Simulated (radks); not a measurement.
Problem. These are the eigenvalues of the occupied orbitals of an atom or ion with whole-number occupations (eV). Calculated with a radial shooting solver on a logarithmic mesh with Libxc functionals: scalar-relativistic Kohn-Sham, PBE, spin-polarised, spherical densities, point nucleus.

| orbital | eigenvalue |
|---|---|
| 1s up | -78452.26 |
| 1s down | -78452.25 |
| 2s up | -13792.53 |
| 2s down | -13792.39 |
| 2p up | -11953.12 |
| 2p down | -11953.00 |
| 3s up | -3249.727 |
| 3s down | -3249.674 |
| 3p up | -2714.179 |
| 3p down | -2714.119 |
| 3d up | -2134.024 |
| 3d down | -2133.923 |
| 4s up | -708.5993 |
| 4s down | -708.4619 |
| 4p up | -533.0040 |
| 4p down | -532.8757 |
| 4d up | -319.9127 |
| 4d down | -319.7637 |
| 5s up | -115.2330 |
| 5s down | -114.2568 |
| 4f up | -83.1882 |
| 4f down | -82.9647 |
| 5p up | -69.4143 |
| 5p down | -68.1916 |
| 5d up | -18.6978 |
| 5d down | -17.1869 |
| 6p up | -8.6009 |

Which element is it, and in what charge state? The configuration may be excited. Open shells, if any, are filled with parallel spins first.

Solution. Z = 78, platinum, charge +1: Pt+ in [Xe] 4f14 5d8 6p1. The list shows which subshells hold electrons but not how many an open one holds; the 1s level, -2883.1 hartree, gives Z - s = 75.9 by -(Z - s)^2/2, which with screening and relativity narrows Z to a few neighbours, and the depths of the outer levels then fix element, charge and occupations together.
